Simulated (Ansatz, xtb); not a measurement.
# Two isomers of C4H7NOSi

Structure X: `N#C[C@@H]1OC[C@H]1[SiH3]`, a singlet. Structure Y: `N#CC1([SiH3])COC1`, a singlet. Both are isolated molecules in the gas phase, relaxed with B3LYP/def2-SVP.

Task: Estimate which is lower in electronic energy at CCSD(T)/def2-SVP + ΔMP2/def2-TZVPP, and by roughly how much.

Result: The CCSD(T)/def2-SVP + ΔMP2/def2-TZVPP calculation puts structure Y lower, by 2.0 kcal/mol.

The same difference at several levels:

```
                             level        geometry  E(Y) − E(X) (kcal/mol)  departure from the last row (kcal/mol)  job, with rough time for the two
                          GFN2-xTB        GFN2-xTB                      −3.7                                    −1.7              optimisation, 0.19 s
                         HF/STO-3G        GFN2-xTB                      −0.2                                    +1.8              single point, 0.58 s
                r2SCAN-D4/def2-SVP        GFN2-xTB                      −1.8                                    +0.2               single point, 6.6 s
                    B3LYP/def2-SVP  B3LYP/def2-SVP                      −0.8                                    +1.2                optimisation, 77 s
                       HF/def2-SVP  B3LYP/def2-SVP                      −1.2                                    +0.8           part of the CCSD(T) run
                      MP2/def2-SVP  B3LYP/def2-SVP                      −2.2                                    −0.2           part of the CCSD(T) run
                  CCSD(T)/def2-SVP  B3LYP/def2-SVP                      −1.6                                    +0.4                      single point
CCSD(T)/def2-SVP + ΔMP2/def2-TZVPP  B3LYP/def2-SVP                      −2.0                                                     single point, 1.8 min
```

As drawn, both hold the same kinds of bond in the same numbers.

HF/STO-3G finds them nearly level. The largest departure from CCSD(T)/def2-SVP + ΔMP2/def2-TZVPP is that of HF/STO-3G, 1.8 kcal/mol. The last row adds to CCSD(T) the change of the MP2 difference between the two basis sets, here −0.4 kcal/mol.

With thermal terms from frequencies at re-optimised GFN2-xTB minima (ideal gas, soft modes damped towards free rotors, one conformer each, 298.15 K, 1 atm): the zero-point term adds 0.0 kcal/mol; ΔH is −2.0 and ΔG −1.9 kcal/mol.

The correlated steps freeze 11 core orbitals. Mirror images aren't counted in ΔG. Programs: Ansatz 0.2.0, xtb 6.7.1; the last row on 2 threads of Arm Neoverse V2 on a shared host.
